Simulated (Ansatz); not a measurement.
Calculated with Ansatz (gas phase, PBE0-D4/def2-TZVP geometries, no zero-point term in ΔE). CBS: MP2 limit from def2 TZ/QZ plus the TZ coupled-cluster correction, frozen cores. This one scheme is used for every species. Functionals use def2-TZVPP. B3LYP here is the variant with VWN-RPA as its local correlation; programs differ in this. For Ge outer-core shells are correlated without core-valence functions, which leaves a few kJ/mol of doubt a bond. Scalar relativity is left out up to krypton.

Consider the cleavage of the Si–Ge bond: `C[Si](Cl)(Cl)[GeH3]` + HCl → `C[Si](Cl)(Cl)Cl` + GeH₄.

`C[Si](Cl)(Cl)[GeH3]`:

Cartesian coordinates in Å:
```
C -0.381 1.364 1.076
Si 0.349 0.535 -0.413
Cl -0.442 1.409 -2.102
Cl 2.381 0.868 -0.419
Ge -0.019 -1.809 -0.549
H -1.464 1.224 1.092
H -0.166 2.434 1.054
H 0.043 0.939 1.989
H -1.528 -2.099 -0.590
H 0.640 -2.363 -1.819
H 0.587 -2.503 0.682
```

HCl:

```xyz
2

Cl    0.059    0.488    0.409
H    -0.059   -0.488   -0.409
```

`C[Si](Cl)(Cl)Cl`:

```xyz
8

C    -0.180    0.015    1.034
Si    0.136   -0.011   -0.779
Cl    0.160   -1.927   -1.476
Cl   -1.317    1.014   -1.777
Cl    1.934    0.848   -1.208
H    -1.146   -0.447    1.251
H     0.603   -0.537    1.558
H    -0.191    1.045    1.396
```

GeH₄:

Z-matrix (Å, degrees):
```
Ge
H 1 1.534
H 1 1.534 2 109.5
H 1 1.534 2 109.5 3 -120.0
H 1 1.534 2 109.5 3 120.0
```

CCSD(T)/CBS gives -20.1 kcal/mol.

(1) Another level gave -24.0 kcal/mol. Which?
A. B97M-V/def2-TZVPP
B. B3LYP/def2-TZVPP
C. HF/def2-TZVPP
D. LDA (SPW92)/def2-TZVPP

Largest T1 diagnostic among the species: 0.012.

Results:

(1) C. HF/def2-TZVPP -24.0, LDA (SPW92) -19.0, B3LYP -20.7, B97M-V -23.0 kcal/mol.

From BLYP to BHLYP (50 % exact exchange), in def2-TZVPP and without D4, ΔE moves by −2.4 kcal/mol. In def2-TZVPP, CCSD(T) changes the Hartree–Fock value by +4.2 kcal/mol (the triples alone add +0.3 kcal/mol) and MP2 by +2.6 kcal/mol. Leaving LDA and LC-ωPBE aside and taking each functional with its dispersion term where it has one, the values, not all of them listed here, spread over 4.9 kcal/mol, from B97M-V to PBE-D4.

CCSD(T)/CBS has its own doubt, a few kJ/mol and more with outer-core shells, so smaller differences from it don't rank the levels.
